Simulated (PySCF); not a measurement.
**Nonlinear optical response: `FC(F)CBr`, C₂H₃BrF₂**

Molfile (atoms numbered from 1):
```
C2H3BrF2
     RDKit          3D

  8  7  0  0  0  0  0  0  0  0999 V2000
    0.2436   -0.1971    1.7704 F   0  0  0  0  0  0  0  0  0  0  0  0
   -0.2415    0.3569    0.6277 C   0  0  0  0  0  0  0  0  0  0  0  0
    0.2283    1.6215    0.5613 F   0  0  0  0  0  0  0  0  0  0  0  0
    0.2594   -0.4614   -0.5335 C   0  0  0  0  0  0  0  0  0  0  0  0
   -0.5252    0.1429   -2.1883 Br  0  0  0  0  0  0  0  0  0  0  0  0
   -1.3324    0.3957    0.6959 H   0  0  0  0  0  0  0  0  0  0  0  0
   -0.0204   -1.5035   -0.3988 H   0  0  0  0  0  0  0  0  0  0  0  0
    1.3403   -0.3659   -0.6154 H   0  0  0  0  0  0  0  0  0  0  0  0
  1  2  1  0
  2  3  1  0
  2  4  1  0
  4  5  1  0
  2  6  1  0
  4  7  1  0
  4  8  1  0
M  END
```

Computed, not measured: PySCF, quadratic response CAM-B3LYP/aug-cc-pVTZ first hyperpolarisability, Taylor convention, gas phase. Geometry: PBE0-D3(BJ)/def2-TZVP.

The calculation is non-relativistic, which matters for the atoms heavier than Zn.

Task: Give β for the processes computed.

Result: In 10⁻³⁰ esu, Taylor convention; the vector part is βᵢ = ⅓ Σⱼ (βᵢⱼⱼ + βⱼᵢⱼ + βⱼⱼᵢ); β∥ is 3/5 of the vector part along the dipole, the dipole points from − to +:
| process | λ (nm) | β vector norm | β∥ | β HRS | depolarisation ratio |
| --- | --- | --- | --- | --- | --- |
| static β(0;0,0) | ∞ | 1.62 | -0.31 | 0.59 | 8.58 |
| second harmonic β(−2ω;ω,ω) | 1907 | 1.66 | -0.31 | 0.61 | 8.52 |
| Pockels β(−ω;ω,0) | 1907 | 1.63 | -0.31 | – | – |
| second harmonic β(−2ω;ω,ω) | 1064 | 1.78 | -0.33 | 0.66 | 8.38 |
| Pockels β(−ω;ω,0) | 1064 | 1.67 | -0.32 | – | – |

Task: Which lowest excitations, dipole and polarisabilities go with it?

Result: S1 6.21 eV (f = 0.001); S2 6.30 eV (f = 0.001); S3 7.40 eV (f = 0.043); dipole 1.50 D; isotropic α 49.4 au static, 49.5 au at 1907 nm, 49.8 au at 1064 nm, 49.9 au at 953.5 nm, 50.9 au at 532 nm.
